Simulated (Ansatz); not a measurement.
Cost and result up the ladder for Nb(NH)Cl3 (NbNCl3H) (6 atoms). Charge 0, multiplicity 1. Geometry: PBE0-D4/def2-SVP.

```xyz
6

Nb   -0.282   -0.222   -0.199
N     0.900    0.706    0.635
H     1.600    1.255    1.128
Cl   -1.858    1.252   -0.973
Cl   -1.161   -1.697    1.318
Cl    0.801   -1.295   -1.910
```

Ansatz on 4 threads of Arm Neoverse V1 on a shared host. Times are rough, and most runs start from the orbitals of an earlier one. ωB97M-V/def2-TZVP serves as the yardstick here, not as an exact answer. Differences are given only for rows in sets of like size (and for xTB, whose basis is part of the method), since another set adds its own error. Binding counts from free atoms at the same level (Nb sextet, N quartet, H doublet, Cl doublet; other spins of the atoms weren't run), without zero-point energy or a counterpoise term.

In the def2 sets Nb takes a core potential, while STO-3G treats all electrons; there is no spin–orbit coupling. B3LYP takes the VWN-RPA correlation. HSE06 is defined as in plane-wave codes, on full-range PBE exchange. Correlated methods freeze 16 core orbitals; core or outer-core shells of Nb are correlated, in sets that lack core-valence functions.

Correlated methods converge slowly with the basis.

| level | functions | wall time | binding energy per atom (eV) | difference from ωB97M-V/def2-TZVP (eV) |
| --- | --- | --- | --- | --- |
| HF/STO-3G | 60 | 0.4 s | 3.16 | – |
| PBE-D4/def2-SVP | 104 | 1.2 s | 4.19 | – |
| PBE0-D4/def2-SVP | 104 | 1.8 s | 3.93 | – |
| revPBE-D4/def2-TZVP | 188 | 1.9 s | 3.99 | 0.08 |
| PBE-D4/def2-TZVP | 188 | 2 s | 4.13 | 0.22 |
| HSE06-D4/def2-TZVP | 188 | 3 s | 3.90 | -0.01 |
| B3LYP-D4/def2-TZVP | 188 | 3.2 s | 3.93 | 0.02 |
| CAM-B3LYP-D4/def2-TZVP | 188 | 3.8 s | 3.91 | 0.00 |
| PBE0-D4/def2-TZVP (with forces) | 188 | 4.4 s | 3.89 | -0.02 |
| r2SCAN-D4/def2-TZVP | 188 | 5.5 s | 3.95 | 0.04 |
| r2SCAN0-D4/def2-TZVP | 188 | 6.5 s | 3.75 | -0.16 |
| ωB97M-V/def2-TZVP | 188 | 11 s | 3.91 | 0.00 |
| CCSD(T)/def2-TZVP | 188 | 79 s | 3.85 | -0.06 |
